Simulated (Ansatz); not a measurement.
A nudged elastic band was laid between two geometries of BCl$_{2}$FH$_{2}$O (7 atoms, charge 0, multiplicity 1).

The calculation used RKS revPBE/def2-SVP (Ansatz 0.2.0).

* movable images: 5
* climbing image: yes
* spring: 5.0 eV/Å²
* optimiser: quadratic models (default)
* start path: straight line
* force threshold: 0.05 eV/Å
* iteration limit: 60
* end points: relaxed

First end point:

```xyz
7
Properties=species:S:1:pos:R:3
B 0.002 -0.080 0.150
Cl -0.086 0.581 1.868
F 1.170 0.124 -0.493
Cl -1.519 0.151 -0.865
O -0.030 -1.795 0.433
H -0.896 -2.075 0.060
H -0.113 -1.868 1.411
```

Last end point:

```xyz
7
Properties=species:S:1:pos:R:3
B -0.186 -0.712 -0.865
Cl 0.605 -0.167 3.512
F 1.006 -0.177 -1.115
Cl -1.309 -1.031 -2.207
O -0.505 -1.002 0.432
H -1.395 -1.388 0.526
H 0.313 -0.485 2.281
```

**Question.** What changes between the two ends?

**Answer.** Bonds broken: B1–Cl2, O5–H7. Bonds formed: Cl2–H7. BCl2FH2O becomes BClFHO + ClH.

**Question.** What energy profile does the band end with?

**Answer.** It converged. The highest image is number 1 of 0 to 6, 0.58 eV above the first end and 0.88 eV above the last; the last end lies 0.31 eV below the first. Another band between the same ends (5 images) ends at a top of the same energy, where a vibrational analysis finds 1 clearly imaginary mode. The orbitals stay closed-shell, which can raise the energy where a bond breaks towards radicals; this wasn't checked here.

| image | path coordinate (Å) | energy (eV) | B1–Cl2 (Å) | O5–H7 (Å) | Cl2–H7 (Å) |
| --- | --- | --- | --- | --- | --- |
| 0 | 0.00 | 0.00 | 1.84 | 0.98 | 2.49 |
| 1 | 0.87 | 0.58 | 2.24 | 1.26 | 1.55 |
| 2 | 1.58 | -0.12 | 2.94 | 1.86 | 1.32 |
| 3 | 2.28 | -0.28 | 3.57 | 2.15 | 1.30 |
| 4 | 2.99 | -0.30 | 3.96 | 2.11 | 1.30 |
| 5 | 3.70 | -0.30 | 4.23 | 2.07 | 1.30 |
| 6 | 4.41 | -0.31 | 4.48 | 2.09 | 1.31 |

**Question.** What is the geometry of the highest image?

**Answer.** 
```xyz
7
Properties=species:S:1:pos:R:3
B -0.003 -0.341 -0.102
Cl -0.082 0.216 2.071
F 1.207 0.035 -0.521
Cl -1.468 0.251 -0.951
O -0.070 -1.768 0.373
H -0.963 -2.124 0.181
H -0.093 -1.230 1.513
```

The band took 13 iterations and roughly 2.7 core-minutes.

Time of the run: 83 s on 2 threads of Arm Neoverse V1, with other jobs on the host, peak memory 0.12 GiB.
